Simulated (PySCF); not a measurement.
**Trend along group 14: MF molecules**

PBE with triple-zeta basis sets in PySCF, for the lowest determinant that a PBE0 search found; no spin–orbit coupling. De refers to high-spin ground-configuration atoms. A positive dipole means M(−)F(+).

```csv
M,basis,state (unpaired electrons),Re (Å),ωe (cm⁻¹),De (eV),μ (D)
C,def2-TZVPP,doublet (π ↑),1.287,1258,6.30,0.86
Ge,def2-TZVPP,doublet (π ↑),1.781,632,5.61,-1.78
Sn,def2-TZVPP,doublet (π ↑),1.974,550,5.26,-2.63
Pb,x2c-TZVPPall,doublet (π ↑),2.072,503,4.99,-3.35
```

**Question.** By what factor does the well depth vary along the series?

**Answer.** At PBE it runs from 4.99 eV (PbF) to 6.30 eV (CF), a factor of 1.26.

The rows differ in basis set, which adds steps of its own.

Down a group the atoms grow and get heavier, so bonds lengthen and wavenumbers fall; this series shows no clear exception.

Spin–orbit coupling is left out, which matters for elements this heavy, above all for dissociation energies. States were picked by a PBE0 search and need not be the measured ground states.
